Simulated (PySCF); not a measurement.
## Working with the constants of AlGa

UHF-CCSD(T) constants of AlGa, ³Π (triplet), unpaired electrons σ ↑, π ↑ (PySCF, no relativity, basis sets Al def2-SVP, Ga def2-SVP; masses 26.9815 and 68.9256 u):

```
ωe              : 239.3 cm⁻¹
ωexe            : 1.15 cm⁻¹
Be              : 0.12018 cm⁻¹
αe              : 0.000766 cm⁻¹
D (centrifugal) : 1.21e-07 cm⁻¹
De to Al + Ga   : 1.27 eV
```

(1) Give the vibrational terms G(v) and spacings up to v = 6.

(2) How well does the Morse estimate ωe²/(4ωexe) reproduce De, and what is D0?

Correlated steps freeze 14 core orbitals. Correlated levels converge slowly with the basis: in double zeta they bind strong bonds too weakly, by up to about 1 eV, and carry superposition errors of some tenths. Spin–orbit coupling is left out. The state is the lowest determinant that a PBE0 search found; another state may lie lower at other levels.

Answers

(1) G(v) = ωe(v+½) − ωexe(v+½)².

```
v  G(v) (cm⁻¹)  G(v) − G(v−1)  Bv (cm⁻¹)
0        119.4                    0.1198
1        356.4          237.0     0.1190
2        591.1          234.7     0.1183
3        823.5          232.4     0.1175
4       1053.6          230.1     0.1167
5       1281.4          227.8     0.1160
6       1506.9          225.5     0.1152
```

(2) It gives 1.54 eV, 122 % of the computed De. D0 = De − G(0) = 1.27 − 0.01 = 1.26 eV.
